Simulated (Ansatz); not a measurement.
C2F6, charge +1, doublet, geometry from GFN2-xTB (a state made from the parent by changing its charge; the spin is typed, not shown lowest). Base run: Ansatz (a first-principles code) with B3LYP/STO-3G.

Ansatz was given this input:
Ansatz 0.2 input:
```yaml
crystal:
  periodic: [false, false, false]
  atoms:
    - {symbol: F, position_ang: [1.39849784, -0.28302422, -1.03038222]}
    - {symbol: C, position_ang: [0.92116373, -0.07372652, 0.14678706]}
    - {symbol: F, position_ang: [1.23684521, 1.06373535, 0.66050545]}
    - {symbol: F, position_ang: [1.01932272, -1.07321699, 0.95224625]}
    - {symbol: C, position_ang: [-0.92116373, 0.07372652, -0.14678706]}
    - {symbol: F, position_ang: [-1.01932272, 1.07321699, -0.95224625]}
    - {symbol: F, position_ang: [-1.23684521, -1.06373535, -0.66050545]}
    - {symbol: F, position_ang: [-1.39849784, 0.28302422, 1.03038222]}
basis:
  gaussian:
    orbitals: STO-3G
hamiltonian:
  xc: b3lyp
total_charge: 1
magnetization: {spin_polarized: true, initial_magnetization: 1}
```

Variants of this job, named by their change:

```
change                                                            ΔE vs base (mEh)
----------------------------------------------------------------  ----------------
base                                                                         0.000
occupation = up:Ag:11 Au:7 Bg:5 Bu:10 down:Ag:10 Au:6 Bg:6 Bu:10             558.6
symmetry_tolerance_ang = 0.01                                                0.000
occupation = up:Ag:11 Au:5 Bg:7 Bu:10 down:Ag:10 Au:6 Bg:6 Bu:10             641.5
occupation = up:Ag:11 Au:6 Bg:6 Bu:10 down:Ag:10 Au:6 Bg:6 Bu:10             0.000
occupation = up:Ag:11 Au:7 Bg:6 Bu:9 down:Ag:10 Au:6 Bg:6 Bu:10              580.9
occupation = up:Ag:10 Au:7 Bg:6 Bu:10 down:Ag:10 Au:6 Bg:6 Bu:10             442.8
```
